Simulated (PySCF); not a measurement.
# Spin states of CdO

Unrestricted PBE0; basis Cd def2-SVPD with ECP28, O def2-SVPD; scalar-relativistic core potentials; PySCF 2.14. Outer shells of the fragments: Cd 4d10 5s2; O 2s2 2p4.

Followed along the bond (rough minima from three points):

```csv
2Ms+1,unpaired,⟨S²⟩ at the start,R at minimum (Å),Te (eV)
3,"σ ↑, π ↑",2.01,2.13,0.00
1,"σ ↓, π ↑",1.01,2.09,0.20
1,none,0.00,1.91,0.50
3,σ ↑↑,2.00,2.04,1.55
```

Solutions found at the starting distance of 2.000 Å, counted from the lowest of them; the search is not exhaustive and high or unbound solutions are not listed, so other states can lie among these:

```
2Ms+1    unpaired   term  E (eV)  ⟨S²⟩  ⟨Lz²⟩  μ (D)
    3    σ ↑, π ↑     ³Π    0.00  2.01   1.01  -2.71
    1    σ ↓, π ↑  mixed    0.18  1.01   1.01  -2.95
    1        none    ¹Σ⁺    0.51  0.00   0.00  -6.48
    3        σ ↑↑    ³Σ⁺    1.50  2.00   0.00  -4.12
    3        π ↑↑    ³Σ⁻    2.74  2.01   0.00   2.74
    1        π ↑↓  mixed    3.49  1.00   2.01   2.64
    3        π ↑↑  mixed    3.94  2.00   2.01  -3.39
    1        π ↑↓  mixed    4.00  1.12   2.01  -2.87
    3        π ↑↑  mixed    4.08  2.00   2.01  -3.30
    1        none  mixed    5.53  0.00   2.00   2.27
    3  σ ↓, π ↑↑↑  mixed    6.23  3.00   1.00   2.42
```

A term symbol is given only where ⟨S²⟩ and ⟨Lz²⟩ are close to those of a pure state; real π, δ and φ orbitals otherwise mix terms. A positive dipole means Cd(−)O(+).

Spin–orbit coupling is left out. Counting both spins, an empty level lies below a filled one in some of these solutions, because spin and occupation are held.
